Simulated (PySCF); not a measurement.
CH7FOSi3. Atoms are numbered in the order given.

```xyz
13

F     -2.6582     1.0629     0.4104
Si    -1.7381     0.1769    -0.6036
C     -0.3002    -0.5413     0.3653
O      0.4985    -1.2696    -0.6063
Si     2.0734    -0.6293    -0.5039
Si     0.9917     0.7251     1.0568
H     -1.2042     1.0801    -1.6614
H     -2.5951    -0.8875    -1.1936
H     -0.6549    -1.2254     1.1580
H      2.5384    -0.0669    -1.8069
H      3.0724    -1.6429    -0.0484
H      1.2889     0.6120     2.5155
H      0.7126     2.1517     0.7110
```
Charge 0, spin multiplicity 1.

Geometry optimised at PBE0-D3(BJ)/def2-SVP. The structure was generated by enumeration; whether it is a known compound was not checked. One conformer was computed; it need not be the lowest.

These are PBE/def2-TZVP (PySCF) values and carry that method's errors.

Gas-phase values at a fixed geometry.

Computed frontier levels, gap, dipole moment and polarisability:
The highest occupied level is -6.41 eV, the lowest empty level is -1.78 eV and the orbital gap comes out as 4.63 eV. The dipole moment comes out as 1.59 D, the quadrupole, principal values (traceless, Buckingham form, about the centre of nuclear charge) comes out as -6.39, 2.95, 3.44 D·Å and the mean static polarisability is 95.6 bohr³ (14.17 Å³). The polarisability, principal values is 81.2, 97.1, 108.7 bohr³.
